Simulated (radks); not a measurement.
The aluminium ion Al2+, configuration [Ne] 5p1 (not the ground configuration). Method: Dirac Kohn-Sham, PBE, spin-unpolarised, spherical densities, point nucleus; open shells fill j = l - 1/2 first; computed with a radial shooting solver on a logarithmic mesh with Libxc functionals.

Normalised radial functions P(r) = r R(r) (large component), r in bohr:

r	5p1/2	5p3/2
0.003854	0.0001	0.0001
0.005099	0.0002	0.0002
0.006747	0.0004	0.0004
0.008998	0.0007	0.0006
0.01191	0.0011	0.0011
0.01575	0.0019	0.0018
0.02084	0.0032	0.0031
0.0278	0.0053	0.0052
0.03678	0.0088	0.0086
0.04867	0.0142	0.0140
0.06439	0.0224	0.0222
0.08589	0.0349	0.0346
0.1136	0.0515	0.0512
0.1504	0.0722	0.0720
0.1989	0.0948	0.0947
0.2653	0.1145	0.1145
0.3511	0.1208	0.1211
0.4645	0.1033	0.1039
0.6146	0.0532	0.0541
0.8198	-0.0318	-0.0309
1.085	-0.1287	-0.1280
1.435	-0.1969	-0.1969
1.899	-0.1742	-0.1751
2.512	-0.0231	-0.0244
3.351	0.1964	0.1956
4.434	0.2671	0.2677
5.867	0.0352	0.0368
7.762	-0.3184	-0.3173
10.35	-0.4050	-0.4052
13.7	-0.1776	-0.1781
18.12	-0.0303	-0.0304
23.98	-0.0017	-0.0018

5p1/2: eigenvalue -5.748 eV, 3 radial nodes at r = 0.744, 2.59, 6.03 bohr, <r> = 9.03 bohr, 90 % of the charge inside 12.5 bohr. 5p3/2 (empty): eigenvalue -5.743 eV, 3 radial nodes at r = 0.746, 2.60, 6.04 bohr, <r> = 9.04 bohr, 90 % of the charge inside 12.5 bohr.
